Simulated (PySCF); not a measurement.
Energy of Cu²⁺ (copper, charge +2) between two integer charges

The 3d beta orbital of [Ar] 3d9 is emptied in steps (occupation f), with all orbitals relaxed, ending at [Ar] 3d8. All numbers are calculated (PySCF 2.14, the spin-free X2C one-electron Hamiltonian (Gaussian nucleus), in jorge-DZP-DKH (8s6p2d1f, 43 functions)). The exact energy is a straight line in f; departures are measured from the line between the end points of the same method.

Q: Among UHF, LDA, PBE, which shows the largest delocalisation error (convex curve), and which is closest to linear?

A: Most convex: LDA (-2.279 eV at f = 0.4); closest to linear: UHF (0.845 eV).

```tsv
f	UHF (eV)	LDA (eV)	PBE (eV)
1	0.000	0.000	0.000
0.8	0.604	-1.495	-1.453
0.6	0.875	-2.261	-2.193
0.4	0.845	-2.279	-2.206
0.2	0.544	-1.531	-1.479
0	0.000	0.000	0.000
```

| method | E(f=0) − E(f=1) (eV) | −ε at f=1 (eV) | −ε at f=0.4 (eV) |
| --- | --- | --- | --- |
| UHF | 34.188 | 38.102 | 33.337 |
| LDA | 38.308 | 29.036 | 40.117 |
| PBE | 37.604 | 28.583 | 39.377 |

Reference removal energy between the ground levels: 36.841 ± 0.012 eV (measured; NIST Atomic Spectra Database, ionization energies). The calculation has no spin-orbit coupling. The determinant left behind need not be the lowest term of the ion. UHF lacks correlation.
